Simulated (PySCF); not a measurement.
Species: C₄H₂F₃NO.
Numbering: `[N:1]#[C:2]/[CH:3]=[C:4](\[F:5])[O:6][CH:7]([F:8])[F:9]` (hydrogens: H10 on C3; H11 on C7)

The same species was optimised twice, with GFN2-xTB and with PBE0-D3(BJ)/def2-SVP (PySCF), and the same property calculations (PySCF, gas phase) were run on both structures.

```csv
coordinate,GFN2-xTB,PBE0-D3(BJ)/def2-SVP,change
C4–O6 (Å),1.350,1.330,-0.020
C4–F5 (Å),1.334,1.315,-0.019
O6–C7 (Å),1.372,1.390,+0.018
N1≡C2 (Å),1.145,1.160,+0.015
C7–F9 (Å),1.347,1.334,-0.013
C7–F8 (Å),1.333,1.320,-0.013
C2–C3 (Å),1.407,1.417,+0.010
C3=C4 (Å),1.332,1.340,+0.008
F8–C7–F9 (°),107.0,109.3,+2.3
O6–C7–F8 (°),107.1,105.6,-1.5
O6–C7–F9 (°),110.3,109.3,-1.0
N1–C2–C3 (°),178.6,179.2,+0.6
C2–C3–C4 (°),122.7,122.2,-0.5
F5–C4–O6 (°),114.6,114.4,-0.2
C4–O6–C7 (°),119.9,119.7,-0.2
C3–C4–O6 (°),122.7,122.8,+0.1
C3–C4–O6–C7 (°),-173,-154,+19
C4–O6–C7–F8 (°),-160,-170,-10
```

Rotational constants: A = 5354, B = 736.7, C = 700.2 MHz (GFN2-xTB) against A = 5229, B = 743.8, C = 722.9 MHz (PBE0-D3(BJ)/def2-SVP). Point groups within 0.08 Å: C1 and C1.

On the GFN2-xTB structure: lowest singlet, TDDFT (eV) 6.37 [wB97X-D/def2-SVPD]; lowest triplet, Tamm–Dancoff (eV) 3.91 [wB97X-D/def2-SVPD]; isotropic polarisability (au) 62.5 [wB97X-D/def2-SVPD]; HOMO (eV) -10.04 [wB97X-D/def2-SVPD]; LUMO (eV) 0.19 [wB97X-D/def2-SVPD]; dipole (D) 3.16 [wB97X-D/def2-SVPD]; HOMO (eV) -8.17 [PBE0/pcSseg-1]; LUMO (eV) -1.49 [PBE0/pcSseg-1]; dipole (D) 3.20 [PBE0/pcSseg-1]; GIAO shielding of N1 (ppm) -62.7 [PBE0/pcSseg-1]; GIAO shielding of C2 (ppm) 71.5 [PBE0/pcSseg-1]; GIAO shielding of C3 (ppm) 122.5 [PBE0/pcSseg-1]; GIAO shielding of C4 (ppm) 12.0 [PBE0/pcSseg-1]; GIAO shielding of F5 (ppm) 248.8 [PBE0/pcSseg-1]; GIAO shielding of O6 (ppm) 142.3 [PBE0/pcSseg-1]; GIAO shielding of C7 (ppm) 67.3 [PBE0/pcSseg-1]; GIAO shielding of F8/F9 (mean) (ppm) 270.4 [PBE0/pcSseg-1].

Question: What do these properties become on the PBE0-D3(BJ)/def2-SVP structure?

Answer: 
| property | level | on GFN2-xTB | on PBE0-D3(BJ)/def2-SVP | change |
| --- | --- | --- | --- | --- |
| lowest singlet, TDDFT (eV) | wB97X-D/def2-SVPD | 6.37 | 6.28 | -0.09 |
| lowest triplet, Tamm–Dancoff (eV) | wB97X-D/def2-SVPD | 3.91 | 3.85 | -0.06 |
| isotropic polarisability (au) | wB97X-D/def2-SVPD | 62.5 | 62.7 | +0.2 |
| HOMO (eV) | wB97X-D/def2-SVPD | -10.04 | -9.91 | +0.13 |
| LUMO (eV) | wB97X-D/def2-SVPD | 0.19 | 0.25 | +0.06 |
| dipole (D) | wB97X-D/def2-SVPD | 3.16 | 3.67 | +0.51 |
| energy, GFN2-xTB geometry as zero (kcal/mol) | wB97X-D/def2-SVPD | 0.0 | -1.2 | -1.2 |
| HOMO (eV) | PBE0/pcSseg-1 | -8.17 | -8.04 | +0.13 |
| LUMO (eV) | PBE0/pcSseg-1 | -1.49 | -1.42 | +0.07 |
| dipole (D) | PBE0/pcSseg-1 | 3.20 | 3.74 | +0.54 |
| energy, GFN2-xTB geometry as zero (kcal/mol) | PBE0/pcSseg-1 | 0.0 | -1.1 | -1.1 |
| GIAO shielding of N1 (ppm) | PBE0/pcSseg-1 | -62.7 | -69.4 | -6.7 |
| GIAO shielding of C2 (ppm) | PBE0/pcSseg-1 | 71.5 | 68.5 | -3.0 |
| GIAO shielding of C3 (ppm) | PBE0/pcSseg-1 | 122.5 | 119.7 | -2.8 |
| GIAO shielding of C4 (ppm) | PBE0/pcSseg-1 | 12.0 | 13.3 | +1.3 |
| GIAO shielding of F5 (ppm) | PBE0/pcSseg-1 | 248.8 | 252.3 | +3.5 |
| GIAO shielding of O6 (ppm) | PBE0/pcSseg-1 | 142.3 | 141.1 | -1.2 |
| GIAO shielding of C7 (ppm) | PBE0/pcSseg-1 | 67.3 | 67.8 | +0.5 |
| GIAO shielding of F8/F9 (mean) (ppm) | PBE0/pcSseg-1 | 270.4 | 276.9 | +6.5 |

The heavy atoms differ by 0.139 Å rms after alignment. Among bonds between heavy atoms C4–F5 and C4–O6 change most and about equally (-0.020 to -0.019 Å). Changes are differences of the printed values. Neither structure is proved a minimum here.

Shape of the structure used: `[N:1]#[C:2]/[CH:3]=[C:4](\[F:5])[O:6][CH:7]([F:8])[F:9]`: C3–C4–O6–C7 -154°, C4–O6–C7–F8 -170°.

wB97X-D is run here without its empirical dispersion term; that term would change no orbital, density or response property at a fixed geometry.
